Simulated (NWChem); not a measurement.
All runs are NWChem calculations. System: Cl₂Sn, charge 1, spin multiplicity 2, at the geometry of a parent with another charge or spin, in a state set for the comparison that need not be this species' ground state. Its SCF solution wasn't tested for a lower state. Level: PBE/x2c-SVPall-2c, spin-orbit ZORA.

Input file:

```
start mol
memory heap 200 mb stack 900 mb global 1100 mb
charge 1
geometry units angstroms nocenter noautoz noautosym
  Sn     0.000000     0.000000     0.626645
  Cl     1.849239     0.000000    -0.921537
  Cl    -1.849239     0.000000    -0.921537
end
basis spherical
  * library x2c-svpall-2c
end
relativistic
  zora on
end
dft
  xc xpbe96 cpbe96
  odft
  mult 2
  semidirect memsize 60000000 filesize 0
  iterations 100
  grid fine
end
task sodft energy
```

NWChem printed:

```
             Northwest Computational Chemistry Package (NWChem) 7.3.0
             --------------------------------------------------------

                                NWChem Input Module
                                -------------------

 Scaling coordinates for geometry "geometry" by  1.889725989
 (inverse scale =  0.529177249)

                             Geometry "geometry" -> ""
                             -------------------------

 Output coordinates in angstroms (scale by  1.889725989 to convert to a.u.)

  No.       Tag          Charge          X              Y              Z
 ---- ---------------- ---------- -------------- -------------- --------------
    1 Sn                  50.0000     0.00000000     0.00000000     0.62664500
    2 Cl                  17.0000     1.84923900     0.00000000    -0.92153700
    3 Cl                  17.0000    -1.84923900     0.00000000    -0.92153700

 Effective nuclear repulsion energy (a.u.)     414.3572851231

            Nuclear Dipole moment (a.u.)
            ----------------------------
        X                 Y               Z
 ---------------- ---------------- ----------------
     0.0000000000     0.0000000000    -0.0000151178


 Summary of "ao basis" -> "" (spherical)
 ------------------------------------------------------------------------------
       Tag                 Description            Shells   Functions and Types
 ---------------- ------------------------------  ------  ---------------------
 *                       x2c-svpall-2c                on all atoms

  pbe96 is a nonlocal functional; adding pw91lda local functional.

                                 NWChem DFT Module
                                 -----------------

 Summary of "ao basis" -> "ao basis" (spherical)
 ------------------------------------------------------------------------------
       Tag                 Description            Shells   Functions and Types
 ---------------- ------------------------------  ------  ---------------------
 Sn                      x2c-svpall-2c              18       50   6s8p4d
 Cl                      x2c-svpall-2c               9       21   4s4p1d

 Summary of "ao basis" -> "ao basis" (spherical)
 ------------------------------------------------------------------------------
       Tag                 Description            Shells   Functions and Types
 ---------------- ------------------------------  ------  ---------------------
 Sn                      x2c-svpall-2c              18       50   6s8p4d
 Cl                      x2c-svpall-2c               9       21   4s4p1d

            General Information
            -------------------
          SCF calculation type: DFT
          Wavefunction type:  spin polarized.
          No. of atoms     :     3
          No. of electrons :    83
           Alpha electrons :    42
            Beta electrons :    41
          Charge           :     1
          Spin multiplicity:     2
          Use of symmetry is: off; symmetry adaption is: off
          Maximum number of iterations: 100
          AO basis - number of functions:    92
                     number of shells:    36
          Convergence on energy requested:  1.00D-06
          Convergence on density requested:  1.00D-05
          Convergence on gradient requested:  5.00D-04

              XC Information
              --------------
          PerdewBurkeErnzerhof Exchange Functional  1.000
            Perdew 1991 LDA Correlation Functional  1.000 local
           PerdewBurkeErnz. Correlation Functional  1.000 non-local
[...]
 Vector   83  Occ=1.000000D+00  E=-4.881028D-01
              MO Center=  3.3D-05,  1.5D-09, -8.7D-01, r^2= 4.5D+00
  Bfn.         Coefficient        Function           Bfn.         Coefficient        Function
  ----     -------------------  ------------         ----     -------------------  ------------
    64     0.369557   0.000028  2 Cl px                85     0.369544   0.000028  3 Cl px
    61     0.277648   0.000021  2 Cl px                82     0.277639   0.000021  3 Cl px
    87    -0.265554  -0.000020  3 Cl pz                66     0.265550   0.000020  2 Cl pz
    84    -0.203411  -0.000016  3 Cl pz                63     0.203408   0.000016  2 Cl pz
    55    -0.139207  -0.000011  2 Cl px                76    -0.139202  -0.000011  3 Cl px

 Vector   84  Occ=0.000000D+00  E=-4.746923D-01
              MO Center=  2.2D-05, -1.7D-09, -2.1D-01, r^2= 4.7D+00
  Bfn.         Coefficient        Function           Bfn.         Coefficient        Function
  ----     -------------------  ------------         ----     -------------------  ------------
     5    -0.512275  -0.000000  1 Sn s                 66     0.398034   0.000000  2 Cl pz
    87     0.398026  -0.000000  3 Cl pz                 4     0.330302   0.000000  1 Sn s
    63     0.286895   0.000000  2 Cl pz                84     0.286889  -0.000000  3 Cl pz
    21    -0.221691   0.000000  1 Sn pz                 6    -0.171083   0.000000  1 Sn s
    15     0.163167  -0.000000  1 Sn pz                57    -0.142965   0.000000  2 Cl pz

 Vector   85  Occ=0.000000D+00  E=-3.630316D-01
              MO Center=  1.1D-08, -4.8D-11, -2.9D-03, r^2= 2.2D-02
  Bfn.         Coefficient        Function           Bfn.         Coefficient        Function
  ----     -------------------  ------------         ----     -------------------  ------------
   112     0.000000   0.584093  1 Sn py               115     0.000000   0.530446  1 Sn py
   106    -0.000000  -0.400076  1 Sn py               157    -0.000000  -0.220816  2 Cl py
   178    -0.000000  -0.220815  3 Cl py               103     0.000000   0.164146  1 Sn py
   154    -0.000000  -0.147629  2 Cl py               175    -0.000000  -0.147628  3 Cl py
   148     0.000000   0.070741  2 Cl py               169     0.000000   0.070741  3 Cl py

 Vector   86  Occ=0.000000D+00  E=-3.540695D-01
              MO Center=  5.2D-08, -9.9D-09,  1.4D-02, r^2= 1.3D-01
  Bfn.         Coefficient        Function           Bfn.         Coefficient        Function
  ----     -------------------  ------------         ----     -------------------  ------------
    20     0.100681   0.570185  1 Sn py                23     0.093179   0.527697  1 Sn py
    14    -0.069150  -0.391616  1 Sn py                65    -0.038973  -0.220715  2 Cl py
    86    -0.038973  -0.220714  3 Cl py                11     0.027954   0.158310  1 Sn py
    62    -0.025848  -0.146385  2 Cl py                83    -0.025848  -0.146384  3 Cl py
    56     0.012348   0.069929  2 Cl py                77     0.012348   0.069929  3 Cl py

   alpha - beta orbital overlaps
   -----------------------------

   alpha      1      2      3      4      5      6      7      8      9     10
    beta      1      2      3      4      5      5      7      8      9     10
 overlap   1.166  1.507  1.768  1.738  0.917  0.049  1.257  1.256  1.256  1.663

   alpha     11     12     13     14     15     16     17     18     19     20
    beta     11     12     13     14     15      7      8      9     66     86
 overlap   1.669  1.663  1.255  1.231  1.241  0.008  0.008  0.008  0.082  0.070

   alpha     21     22     23     24     25     26     27     28     29     30
    beta     85     66     86      5      7      8      9      7      8      9
 overlap   0.077  0.055  0.065  0.050  0.019  0.019  0.019  0.070  0.071  0.070

   alpha     31     32     33     34     35     36     37     38     39     40
    beta     31     32     33     34     35     36     37     38     39     40
 overlap   1.127  1.127  1.127  1.127  1.126  1.094  1.093  1.094  1.101  1.091

   alpha     41     42     43     44     45     46     47     48     49     50
    beta     36     37     38     39     40     36     37     38     39     40
 overlap   0.032  0.032  0.031  0.026  0.034  0.022  0.022  0.022  0.022  0.022

   alpha     51     52     53     54     55     56     57     58     59     60
    beta     51     52     53     53     55     56     57     64     65     66
 overlap   1.094  1.355  0.590  0.308  0.999  1.003  0.983  0.021  0.024  0.014

   alpha     61     62     63     64     65     66     67     68     69     70
    beta     64     65     66     64     65     66     65     65     66      5
 overlap   0.251  0.281  0.162  0.325  0.372  0.206  0.012  0.010  0.009  0.018

   alpha     71     72     73     74     75     76     77     78     79     80
    beta     64     72     73     74     74     76     77     78     85     86
 overlap   0.011  1.094  1.355  0.590  0.308  0.999  1.003  0.983  0.021  0.024

   alpha     81     82     83     84     85     86     87     88     89     90
    beta     87     85     86     87     85     86     87     86     86     87
 overlap   0.014  0.251  0.281  0.162  0.325  0.372  0.206  0.012  0.010  0.009

   alpha     91     92
    beta      5     85
 overlap   0.018  0.011

     --------------------------
     Expectation value of S2:
     --------------------------
      <S2> =      0.7636 (Exact =     0.7500)

     Multipole analysis of the density
     ---------------------------------

     L   x y z        total         alpha         beta         nuclear
     -   - - -        -----         -----         ----         -------
     0   0 0 0      1.000000    -41.004789    -41.995211     84.000000

     1   1 0 0      0.000059      0.000050      0.000009      0.000000
     1   0 1 0     -0.000000     -0.000000     -0.000000      0.000000
     1   0 0 1      0.995789      0.306631      0.689173     -0.000015

     2   2 0 0    -30.954468   -218.280308   -227.879258    415.205097
     2   1 1 0     -0.000000     -0.000000     -0.000000      0.000000
     2   1 0 1     -0.000112     -0.000095     -0.000016      0.000000
     2   0 2 0    -32.607858    -15.758023    -16.849834      0.000000
     2   0 1 1     -0.000000     -0.000000     -0.000000      0.000000
     2   0 0 2    -29.621103    -98.087304   -104.759104    173.225305

 Task  times  cpu:       24.4s     wall:       24.4s

 Total times  cpu:       24.4s     wall:       24.4s
```
